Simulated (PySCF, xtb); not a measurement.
Zn(H)(OH) (H2OZn), SMILES [OH][ZnH].

GFN2-xTB (xtb) at its own geometry gives an orbital gap of 5.95 eV and a dipole moment of 1.78 D.

The structure is a stationary point at PBE0-D3(BJ)/def2-TZVP.

**Question.** What does CAM-B3LYP/def2-TZVPD in PySCF give? (Estimate from the structure and the level; the computed values follow.)

**Answer.** gap 9.84 eV (levels -9.82 and 0.02 eV), dipole 1.52 D.
